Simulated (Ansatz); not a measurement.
`Cc1csc(-c2sc(-c3sc(-c4sc(-c5sccc5C)cc4C)cc3C)cc2C)c1`, 52 atoms. Hardware: 2 threads of AMD EPYC 7R13 on a shared host and a share (18 GiB) of an NVIDIA H100 80GB HBM3.

Correlated methods freeze 50 core orbitals. Single mean-field runs in def2-SVP, def2-TZVP are fitted with def2-universal-jkfit.

How many basis functions does each of these Ansatz runs have, and roughly what does it cost? HF/STO-3G, charge 0 singlet, energy; BLYP-D4/def2-TZVP, charge 0 singlet, energy, from earlier orbitals; B97M-V/def2-TZVP, charge -1 doublet at the geometry of the charge 0 singlet, energy, from earlier orbitals; PBE0-D4/def2-TZVP, charge 1 doublet at the geometry of the charge 0 singlet, energy; PBE-D4/def2-TZVP, charge -1 doublet at the geometry of the charge 0 singlet, energy, from earlier orbitals; PBE0-D4/def2-TZVP, charge 0 triplet at the geometry of the charge 0 singlet, energy; MP2/def2-SVP, charge 0 singlet, energy, from earlier orbitals; PBE-D4/def2-TZVP, charge 0 singlet, energy, from earlier orbitals; r2SCAN-D4/def2-TZVP, charge 0 singlet, energy and forces, from earlier orbitals; PBE-D4/def2-TZVP, charge 0 triplet at the geometry of the charge 0 singlet, energy, from earlier orbitals; PBE-D4/def2-SVP, charge 0 singlet, energy, from earlier orbitals; PBE0-D4/def2-TZVP, charge -1 doublet at the geometry of the charge 0 singlet, energy.

Other jobs shared the machine, so times can vary by a factor of up to 3. A dash marks memory too small to be measured apart from the calling script's.

```
                                                                                                       run  functions  fitting or Cholesky vectors  wall time  peak host memory (GiB)
                                                                       HF/STO-3G, charge 0 singlet, energy        192                         2614      3.8 s                       –
                                          PBE-D4/def2-SVP, charge 0 singlet, energy, from earlier orbitals        550                         2911      7.5 s                       –
                                        BLYP-D4/def2-TZVP, charge 0 singlet, energy, from earlier orbitals       1092                         2911        9 s                       –
                                         PBE-D4/def2-TZVP, charge 0 singlet, energy, from earlier orbitals       1092                         2911       12 s                       –
                           r2SCAN-D4/def2-TZVP, charge 0 singlet, energy and forces, from earlier orbitals       1092                         2911       15 s                       –
                                             MP2/def2-SVP, charge 0 singlet, energy, from earlier orbitals        550                         5596       15 s                       –
 PBE-D4/def2-TZVP, charge 0 triplet at the geometry of the charge 0 singlet, energy, from earlier orbitals       1092                         2911       16 s                       –
PBE-D4/def2-TZVP, charge -1 doublet at the geometry of the charge 0 singlet, energy, from earlier orbitals       1092                         2911       22 s                       –
                       PBE0-D4/def2-TZVP, charge 0 triplet at the geometry of the charge 0 singlet, energy       1092                         2911       23 s                     1.9
                      PBE0-D4/def2-TZVP, charge -1 doublet at the geometry of the charge 0 singlet, energy       1092                         2911       38 s                     1.7
                       PBE0-D4/def2-TZVP, charge 1 doublet at the geometry of the charge 0 singlet, energy       1092                         2911       39 s                     1.7
B97M-V/def2-TZVP, charge -1 doublet at the geometry of the charge 0 singlet, energy, from earlier orbitals       1092                         2911       42 s                     2.2
```
